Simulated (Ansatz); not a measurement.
Relaxation of CH₄BNO (8 atoms, charge 0, multiplicity 1), to a largest force component of 0.02 eV/Å in at most 50 steps.

Method: Ansatz 0.2.0, UKS BHLYP-D4/STO-3G.

```xyz
8
Properties=species:S:1:pos:R:3
B -1.024 0.715 -0.142
C 0.225 -0.041 -0.489
N 0.878 -0.771 0.514
O 0.749 -0.020 -1.669
H -1.630 1.358 -1.018
H -1.504 0.777 0.945
H -0.806 -0.279 -0.753
H 1.818 -1.287 0.291
```

Q: Where does it end, and by what steps?

A: The forces met the threshold. Limits of this set-up: minimal basis. After 30 steps the energy has fallen by 7.271 eV; H5 moved furthest, 2.54 Å. Parted: B1–C2, B1–H7. Joined: B1–N3.

```csv
step,energy less start (eV),largest force component (eV/Å),accepted
0,0.0000,6.431,yes
2,-2.4679,0.994,yes
4,-2.9121,1.672,yes
6,-3.0394,1.212,no
8,-3.1086,0.304,yes
10,-3.1163,0.104,yes
12,-3.1305,0.248,yes
14,-3.1721,0.271,yes
16,-3.3724,1.551,yes
18,-3.9917,3.772,yes
20,-5.2780,3.525,yes
22,-6.1984,2.175,yes
24,-6.8296,1.448,yes
26,-7.1922,0.831,yes
28,-7.2521,0.476,yes
30,-7.2712,0.011,yes
```

```xyz
8
Properties=species:S:1:pos:R:3
B -0.624 0.959 0.470
C -0.011 -0.953 -1.053
N 0.296 0.232 -0.276
O 0.833 -1.573 -1.700
H -0.265 1.895 1.058
H -1.731 0.605 0.483
H -1.090 -1.207 -0.976
H 1.296 0.494 -0.328
```

The run took 37 s on 1 thread of Intel(R) Xeon(R) 6975P-C (Granite Rapids), on a shared host, peak memory 0.17 GiB.
